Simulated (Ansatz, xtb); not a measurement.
## A geometry optimisation of CH3AlBr with r2SCAN-D4/def2-SVP

The starting geometry of this gas-phase doublet was built from a drawn formula by distance geometry and a force field; its bonds are those of `[AlH][CH2]Br`.

```yaml
atoms:
  - { symbol: C, position_ang: [-1.1280, 0.1676, -0.1386] }
  - { symbol: Al, position_ang: [-2.6854, 1.0131, 0.7433] }
  - { symbol: Br, position_ang: [-1.3859, -1.7592, -0.2344] }
  - { symbol: H, position_ang: [-3.5435, 2.0949, -0.1149] }
  - { symbol: H, position_ang: [-0.1942, 0.4105, 0.4523] }
  - { symbol: H, position_ang: [-0.9266, 0.5727, -1.1355] }
```

Q: Predict what becomes of its bonds when it is optimised with r2SCAN-D4/def2-SVP.

A: A new bond forms, giving a structure with Br3 bridging Al2 and C1, given below by its coordinates. Contacts that close: Al2–Br3 (3.21 → 2.65 Å).

The energy falls by 0.27 eV over 10 steps:

```tsv
step	E − E(last) (eV)
1	0.270
2	0.207
3	0.159
4	0.089
5	0.027
6	0.026
7	0.006
8	0.001
9	0.000
10	0.000
```

Final geometry (Å):

```xyz
6

C    -0.9239    0.4086   -0.1199
Al   -2.5775    1.0281    0.7888
Br   -1.9287   -1.3558   -0.1705
H    -3.7263    1.5846   -0.1804
H     0.0023    0.1841    0.4254
H    -0.7093    0.6499   -1.1712
```

From the same start GFN2-xTB reaches the same bonding as this run.

No frequencies were run, so the end isn't proven a minimum. Open shells are spin-unrestricted. Run with Ansatz 0.2.0, 110 s on 1 thread of Arm Neoverse V1 (shared host).
